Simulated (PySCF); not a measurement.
C3H8AlCl, SMILES [Cl][Al]([CH2]C)[CH3].

Coordinates come from a B3LYP-D3(BJ)/def2-SVP optimisation. The structure was generated by enumeration; whether it is a known compound was not checked. One conformer was computed; it need not be the lowest.

Two levels are set side by side: TDA-PBE/def2-SVPD (PySCF) and TDA-CAM-B3LYP/def2-SVPD (PySCF). Vertical, same geometry. The lowest singlet is HOMO→LUMO 100 % with PBE and HOMO→LUMO+1 98 % with the other functional; states are paired by order. Differences are taken from unrounded values.

```json
[
 {"quantity": "lowest singlet excitation (eV)", "TDA-CAM-B3LYP": "5.64"},
 {"quantity": "lowest triplet excitation (TDA) (eV)", "TDA-CAM-B3LYP": "5.33"},
 {"quantity": "first bright state (f over 0.05) (eV)", "TDA-CAM-B3LYP": "6.43"},
 {"quantity": "its oscillator strength", "TDA-CAM-B3LYP": "0.13"}
]
```

Problem. What does TDA-PBE give, and how far is it from TDA-CAM-B3LYP? (Estimate from the structure and the level; the computed values follow.)

Solution. 
| quantity | TDA-PBE | TDA-PBE minus TDA-CAM-B3LYP |
|---|---|---|
| lowest singlet excitation (eV) | 4.97 | -0.68 |
| lowest triplet excitation (TDA) (eV) | 4.68 | -0.65 |
| first bright state (f over 0.05) (eV) | 5.57 | -0.87 |
| its oscillator strength | 0.10 | -0.03 |

A lower first singlet is the usual sign of a functional without exact exchange. Differences between two approximate levels are no errors against the true value.

Rough cost on one machine, each run with all the roots and properties that it gave: TDA-CAM-B3LYP against TDA-PBE about 4 times.
